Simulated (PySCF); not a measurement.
Compound: C8H7O (doublet state).
Geometry (GFN2-xTB, Å), atoms numbered from 1 in this order:
```
atom  x, y, z in Å
C1     1.0312    2.2119    0.8057
C2     1.1364    0.9890    0.3519
C3     2.3456    0.2398    0.0431
C4     2.0007   -0.9875   -0.4081
C5     0.5715   -1.1045   -0.4124
C6     0.0154    0.0553    0.0342
C7    -1.3699    0.4402    0.2223
C8    -2.3959   -0.5889   -0.2021
O9    -1.6948    1.5157    0.6852
H10    0.2313    2.8717    1.0568
H11    3.3326    0.6428    0.1670
H12    2.6714   -1.7684   -0.7185
H13    0.0438   -1.9898   -0.7220
H14   -3.3941   -0.1934   -0.0359
H15   -2.2678   -0.8251   -1.2557
H16   -2.2650   -1.4998    0.3772
```

The hyperfine couplings belong to this conformer and change with its torsions.

As a line formula: `C1=C(C(C)=O)/C(=[C]\[H])C=C1` [radical].

Method: PySCF 2.14.0, UKS B3LYP, pcH-1 on C H O, non-relativistic, mean-field spin-orbit, GIAO. Isolated species at its GFN2-xTB geometry (one conformer only). A GFN2-xTB geometry isn't a minimum of the functional, and hyperfine couplings can be far from their values at a DFT geometry. No stability test was run, so a lower SCF solution isn't excluded.

Problem. The isotropic 1H couplings, averaged over equivalent nuclei, are +64.6, +14.5, +2.9, -2.4, -0.4 MHz. Assign them to H10; H11; H12; H13; H14/H15/H16.

Solution. 
| site | a_iso (MHz) | ρ(0) (bohr⁻³) | position | distance from C1 (Å) | bound to | spin population there | largest \|T\| (MHz) |
| --- | --- | --- | --- | --- | --- | --- | --- |
| H10 | +64.6 | +0.0145 | 1 bond from C1 | 1.07 | C1 | +1.05 | 44.4 |
| H11 | -2.4 | -0.0005 | 3 bonds from C1 | 2.86 | C3 | +0.04 | 7.0 |
| H12 | +2.9 | +0.0006 | 4 bonds from C1 | 4.57 | C4 | -0.02 | 1.7 |
| H13 | +14.5 | +0.0032 | 4 bonds from C1 | 4.58 | C5 | -0.04 | 1.7 |
| H14/H15/H16 | -0.4 | -0.0001 | 5 bonds from C1 | 5.01 | C8 | +0.01 | 1.5 |

ρ(0) is the spin density at the nucleus and T the dipolar tensor; entries for several nuclei are means. The largest Mulliken spin populations are on C1 (+1.05), C2 (-0.17) and C6 (+0.09). No atom but C1 exceeds +0.15.

Examples of negative spin density at the nucleus (bohr⁻³): C2 (-0.0100), C7 (-0.0046) and C4 (-0.0029).

Class means assume fast exchange of nuclei equivalent by connectivity; if that motion is slow, each nucleus keeps its own coupling.

Time: 90 s (with the writing of density and orbital grids); peak memory 1.1 GiB. Hardware: one thread of an Arm Neoverse V2, shared host with 96 logical CPUs at a one-minute load of 33.
